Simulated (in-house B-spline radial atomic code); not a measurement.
Te⁶⁺. Computed with a B-spline radial atomic code. Model: all-electron spherical atom, spin shells full or empty, radial basis limit, no spin-orbit coupling, Breit or QED, empty-state partial waves extrapolated as (l+1/2)^-4, RPA, G0W0 and static COHSEX of the highest shell as one setting changes (uncorrelated shells keep exact exchange).

Given: element Te; charge 6; filled core Kr; hamiltonian one-electron scalar X2C; mean-field start r2SCAN; highest l of empty states 9; nuclear rms radius 4.7423 fm; highest mean-field shell 4d.

Shell: 4d 5 5 (electrons up and down).

```csv
lowest nl shells left uncorrelated,RPA correlation energy (hartree),G0W0 level (eV),G0W0 minus most complete (meV),COHSEX level (eV),linearised minus solved G0W0 (meV)
0,-3.6416,-124.91,0,-128.85,-17.5
1,-3.4643,-124.91,0.2,-128.85,-17.5
2,-3.2698,-124.91,4.7,-128.84,-17.5
3,?,?,?,?,?
4,-2.5321,-124.89,24.3,-128.84,-17.5
5,?,?,?,?,?
6,-1.1568,-124.75,164.9,-128.52,-17
7,-0.99604,-124.8,107.4,-128.5,-17.4
8,-0.56028,-125.61,-697.6,-129.16,-18.3
```

(1) What follows for lowest nl shells left uncorrelated = 5?

(2) What follows for lowest nl shells left uncorrelated = 3?

## Answers

(1) RPA correlation energy -1.9992 hartree; G0W0 level -124.85 eV; G0W0 minus most complete 56 meV; COHSEX level -128.78 eV; linearised minus solved G0W0 -17.4 meV.

(2) RPA correlation energy -2.7131 hartree; G0W0 level -124.9 eV; G0W0 minus most complete 14.8 meV; COHSEX level -128.86 eV; linearised minus solved G0W0 -17.5 meV.
